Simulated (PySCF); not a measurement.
Dipole response of P²⁺ (phosphorus, charge +2)

[Ne] 3s2 3p1, 2P determinant. Computed with PySCF 2.14 in an uncontracted even-tempered set (22 s from 0.01 bohr⁻², ratio 2.5; 15 p from 0.013 bohr⁻², ratio 2.5; 6 d from 0.46 bohr⁻², ratio 2.7; 5 f from 0.69 bohr⁻², ratio 2.7), with scalar relativity by spin-free X2C-1e. Coupled (time-dependent) response in atomic units; α is the mean over directions.

```json
{"method": "UHF", "mean α (bohr³)": "8.391", "α xx, yy, zz": "8.741, 7.691, 8.741", "C₆ (like pair)": "28.03", "S(−4)": "37.28"}
{"method": "PBE0", "mean α (bohr³)": "8.048", "α xx, yy, zz": "8.377, 7.390, 8.377", "C₆ (like pair)": "26.49", "S(−4)": "32.42"}
```

S(−4) is the Cauchy moment in α(ω) = α(0) + S(−4) ω² + …

α(iu) at PBE0:

```csv
u (hartree),α(iu) (bohr³)
0,8.048
0.0500,7.968
0.100,7.739
0.200,6.964
0.300,6.009
0.500,4.270
0.750,2.813
1.00,1.954
1.50,1.101
2.00,0.7202
3.00,0.3984
5.00,0.1937
```

A single London oscillator, α(iu) = α/(1 + u²/ω²), gives C₆ = (3/4) ω α². Matching the computed C₆ needs ω = 4 × 26.49 / (3 × 8.048²) = 0.545 hartree.

For an ion, C₆ is the dispersion term alone; charge-induced terms of lower order in 1/R come first.

The components differ because the open shell of this determinant is not spherical; for a pure term their mean is the scalar polarisability.
